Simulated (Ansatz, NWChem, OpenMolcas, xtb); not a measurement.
**Ligand exchange: CH3Br + NaNH2 → CH5N + NaBr**

Species: CH3Br (bromomethane) `CBr`, singlet; NaNH2 `[NH2][Na]`, singlet; CH5N (methylamine) `CN`, singlet; NaBr, singlet. The partners trade Br for NH2: C–Br and Na–NH2 bonds give way to C–NH2 and Na–Br.

Shapes, held fixed at every level: PBE0-D4/def2-TZVP. Programs: Ansatz 0.2.0, NWChem 7.3.0, OpenMolcas 26.06, xtb 6.7.1. A level may come from different programs for different species; with the same settings they agree closely. The zero-point and thermal change to 298 K, harmonic and unscaled (PBE0-D4/def2-TZVP), is +12.4 kJ/mol.

```json
{"level": "GFN2-xTB", "kind": "semi-empirical", "ΔH(298 K) (kJ/mol)": "-274.0", "less CCSD(T)/def2-TZVPP": "-68.3"}
{"level": "PBE0/def2-SVP", "kind": "global hybrid", "ΔH(298 K) (kJ/mol)": "-232.4", "less CCSD(T)/def2-TZVPP": "-26.7"}
{"level": "PBE0-D4/def2-TZVPP", "kind": "global hybrid", "ΔH(298 K) (kJ/mol)": "-214.2", "less CCSD(T)/def2-TZVPP": "-8.5"}
{"level": "wB97X-V/def2-TZVPP", "kind": "range-separated hybrid", "ΔH(298 K) (kJ/mol)": "-214.7", "less CCSD(T)/def2-TZVPP": "-9.0"}
{"level": "B2PLYP/def2-TZVPP", "kind": "double hybrid", "ΔH(298 K) (kJ/mol)": "-206.1", "less CCSD(T)/def2-TZVPP": "-0.4"}
{"level": "MP2/def2-SVP", "kind": "perturbation theory", "ΔH(298 K) (kJ/mol)": "-239.5", "less CCSD(T)/def2-TZVPP": "-33.8"}
{"level": "CCSD(T)/def2-SVP", "kind": "coupled cluster or CI", "ΔH(298 K) (kJ/mol)": "-238.6", "less CCSD(T)/def2-TZVPP": "-32.9"}
{"level": "CCSD(T)/def2-TZVPP", "kind": "coupled cluster or CI", "ΔH(298 K) (kJ/mol)": "-205.7", "less CCSD(T)/def2-TZVPP": "0.0"}
```

The highest level, CCSD(T)/def2-TZVPP, gives ΔH(298 K) = -205.7 kJ/mol; the levels span -274.0 to -205.7. GFN2-xTB strays far from the other rows. The column of differences is taken from that level and isn't an error. No measured value is set beside it here. Relativity is left out for Br unless named. Correlated rows may include outer-core shells of Br, Na, which these sets cover unevenly.
